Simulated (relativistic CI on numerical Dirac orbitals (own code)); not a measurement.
## Calculated levels, Ru VII

Computed by Dirac-Coulomb-Breit CI, orbitals from a KLI potential per configuration, model QED, unscaled Slater integrals (own radial code, finite nucleus).

Configuration list (outside the closed core [Ar] 3d10): 4s2.4p6.4d2, 4s2.4p6.4d.5s, 4s2.4p6.4d.4f, 4s2.4p5.4d3, 4s2.4p6.4d.5p, 4s2.4p6.4f2, 4s2.4p6.4d.5d, 4s2.4p6.5s2, 4s.4p6.4d3, 4s2.4p6.4d.6s, 4s2.4p5.4d2.4f, 4s2.4p6.4d.6p, 4s2.4p6.5s.5p, 4s2.4p6.4d.5f, 4s2.4p6.4d.6d. Double excitations out of closed p, d and f shells are left out; levels of such configurations are missing from the list, as are those of other unlisted configurations, and high levels can miss mixing partners. These lack a partner that the ground configuration has and come out too high: 4s2.4p5.4d2.4f.

The lowest level is 4s2.4p6.4d2 3F_2, with 97 % of that term; Hund's rules for 4s2.4p6.4d2 give 3F with J = 2, in agreement.

```
No.  Configuration  Term  J   E (eV)    %  Lifetime (s)        jj configuration (%)
  1    4s2.4p6.4d2    3F  2   0.0000   97                              4d3/2^2 (78)
  2    4s2.4p6.4d2    3F  3   0.3323   99      2.07e+00            4d3/2 4d5/2 (99)
  3    4s2.4p6.4d2    3F  4   0.7003   98      1.91e+00                4d5/2^2 (72)
  4    4s2.4p6.4d2    1D  2   1.9008   62      4.02e-01            4d3/2 4d5/2 (75)
  5    4s2.4p6.4d2    3P  0   1.9463   98      6.93e+00                4d3/2^2 (67)
  6    4s2.4p6.4d2    3P  1   2.0848   98      4.99e+00            4d3/2 4d5/2 (98)
  7    4s2.4p6.4d2    3P  2   2.4817   64      3.76e-01                4d5/2^2 (92)
  8    4s2.4p6.4d2    1G  4   2.9131   98      3.53e-01            4d3/2 4d5/2 (72)
  9    4s2.4p6.4d2    1S  0   7.2564   98      1.25e-02                4d5/2^2 (68)
 10  4s2.4p6.4d.5s    3D  1  25.2725  100      9.80e-06              4d3/2 5s (100)
 11  4s2.4p6.4d.5s    3D  2  25.4119   94      9.62e-06               4d3/2 5s (82)
 12  4s2.4p6.4d.5s    3D  3  25.7779  100      9.64e-06              4d5/2 5s (100)
 13  4s2.4p6.4d.5s    1D  2  26.4767   94      8.03e-06               4d5/2 5s (82)
 14  4s2.4p6.4d.5p   1D°  2  34.2285   51      1.04e-10            4d3/2 5p1/2 (89)
 15  4s2.4p6.4d.5p   3D°  1  34.4668   93      5.42e-11            4d3/2 5p1/2 (75)
 16  4s2.4p6.4d.5p   3D°  2  34.8076   75      5.96e-11            4d5/2 5p1/2 (75)
 17  4s2.4p6.4d.5p   3F°  3  34.9922   50      7.60e-11            4d5/2 5p1/2 (80)
 18  4s2.4p6.4d.5p   3F°  2  35.0490   53      9.36e-11            4d3/2 5p3/2 (79)
 19  4s2.4p6.4d.5p   3F°  3  35.3731   50      7.40e-11            4d3/2 5p3/2 (61)
 20  4s2.4p6.4d.5p   3F°  4  35.8413  100      1.27e-10           4d5/2 5p3/2 (100)
 21  4s2.4p6.4d.5p   3P°  1  35.9879   85      6.98e-11            4d3/2 5p3/2 (79)
 22  4s2.4p6.4d.5p   3P°  0  36.0865  100      7.04e-11           4d3/2 5p3/2 (100)
 23  4s2.4p6.4d.5p   3P°  2  36.2539   91      7.14e-11            4d5/2 5p3/2 (70)
 24  4s2.4p6.4d.5p   1F°  3  36.5841   94      4.47e-11            4d5/2 5p3/2 (47)
 25  4s2.4p6.4d.5p   1P°  1  37.0946   84      7.14e-11            4d5/2 5p3/2 (91)
 26    4s2.4p5.4d3   5S°  2  42.8563   94      2.21e-08  4p3/2^3 4d3/2^2 4d5/2 (39)
 27    4s2.4p5.4d3   5D°  3  43.0723   62      1.86e-08  4p3/2^3 4d3/2^2 4d5/2 (64)
 28    4s2.4p5.4d3   5D°  2  43.0779   69      2.10e-08  4p3/2^3 4d3/2^2 4d5/2 (38)
 29  4s2.4p6.4d.4f   3G°  3  43.1381   59      1.65e-10            4d3/2 4f5/2 (47)
 30    4s2.4p5.4d3   5D°  1  43.1646   84      2.09e-08        4p3/2^3 4d3/2^3 (32)
```

Energies count from the lowest computed level; ° marks odd parity; lifetimes are radiative, by E1, M1, E2 decay to levels of this space only. Filled j subshells are mostly left out of the jj labels.

The mean weight of the leading LS term, summed over parents, in these 30 levels is 83 %, and that of the leading jj configuration (from the same eigenvectors) 75 %.

At this charge configurations can still be misplaced by up to about 7 % of their energy. Terms inside the open d or f shell come out 10 to 20 % too wide with unscaled integrals.

Landé's interval rule says that E(J) − E(J−1) = AJ with one A. For the ground term the intervals give A = 893.5, 741.9 cm⁻¹ for J = 3, 4; the multiplet is regular.

LS names give the leading component of a level, which can be under half, so a name can repeat, a term be missing and a line seem to break the LS rules.
